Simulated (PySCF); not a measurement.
Energy of Pm²⁺ (promethium, charge +2) between two integer charges

The 4f alpha orbital of [Xe] 4f5 is emptied in steps (occupation f), with all orbitals relaxed, ending at [Xe] 4f4. Calculation: PySCF 2.14, in def2-TZVP with the def2 core potential (28 electrons) (10s7p5d4f1g, 93 functions); scalar relativity through the core potential. The exact energy is a straight line in f; departures are measured from the line between the end points of the same method.

| f | BHandHLYP (eV) | wB97X (eV) | r2SCAN0 (eV) |
| --- | --- | --- | --- |
| 1 | 0.000 | 0.000 | 0.000 |
| 0.8 | -0.316 | -0.432 | -0.755 |
| 0.6 | -0.485 | -0.657 | -1.142 |
| 0.4 | -0.496 | -0.665 | -1.151 |
| 0.2 | -0.337 | -0.448 | -0.773 |
| 0 | 0.000 | 0.000 | 0.000 |

```tsv
method	E(f=0) − E(f=1) (eV)	−ε at f=1 (eV)	−ε at f=0.4 (eV)
BHandHLYP	22.508	20.581	22.871
wB97X	23.371	20.715	23.887
r2SCAN0	22.770	18.090	23.685
```

Orbital energy along the path (eV):

```json
{"f": "1", "BHandHLYP": "-20.581", "wB97X": "-20.715", "r2SCAN0": "-18.090"}
{"f": "0.8", "BHandHLYP": "-21.285", "wB97X": "-21.719", "r2SCAN0": "-19.906"}
{"f": "0.6", "BHandHLYP": "-22.051", "wB97X": "-22.780", "r2SCAN0": "-21.772"}
{"f": "0.4", "BHandHLYP": "-22.871", "wB97X": "-23.887", "r2SCAN0": "-23.685"}
{"f": "0.2", "BHandHLYP": "-23.741", "wB97X": "-25.030", "r2SCAN0": "-25.641"}
{"f": "0", "BHandHLYP": "-24.653", "wB97X": "-26.200", "r2SCAN0": "-27.638"}
```

Reference removal energy between the ground levels: 22.44 ± 0.08 eV (semi-empirical (NIST evaluation); NIST Atomic Spectra Database, ionization energies). The calculation has no spin-orbit coupling. The determinant left behind need not be the lowest term of the ion.
